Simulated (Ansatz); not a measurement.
Calculated with Ansatz (gas phase, PBE0-D4/def2-TZVP geometries, no zero-point term in ΔE). CBS: MP2 limit from def2 TZ/QZ plus the TZ coupled-cluster correction, frozen cores. This one scheme is used for every species. Functionals use def2-TZVPP. B3LYP here is the variant with VWN-RPA as its local correlation; programs differ in this. One conformer a species, not always the lowest.

Reaction (cleavage of the Si–Si bond): `O[SiH](Cl)[Si](O)(O)O` + HCl → `O[SiH](Cl)Cl` + `O[SiH](O)O`

(1) Is it downhill or uphill in electronic energy at CCSD(T)/CBS, and by how much? (An estimate is asked.)

(2) What do these levels give: r2SCAN-D4, B2PLYP, B3LYP, MP2/def2-TZVPP, HF/CBS(def2), MP2/CBS(def2)? (An estimate is asked.)

Largest T1 diagnostic among the species: 0.012.

Answers

(1) The calculation gave: Downhill: ΔE = -120.6 kJ/mol.

(2) The calculation gave: r2SCAN-D4 -119.1, B2PLYP -124.5, B3LYP -121.4, MP2/def2-TZVPP -128.6, HF/CBS(def2) -140.3, MP2/CBS(def2) -131.0 kJ/mol.

The D4 term adds +9.3 kJ/mol with B3LYP and +5.9 kJ/mol with PBE0; it sums over pairs of atoms, weighted by their polarisabilities, and B3LYP, whose exchange is more repulsive, gets the larger term. In def2-TZVPP, CCSD(T) changes the Hartree–Fock value by +20.9 kJ/mol (the triples alone add +2.3 kJ/mol) and MP2 by +10.4 kJ/mol.
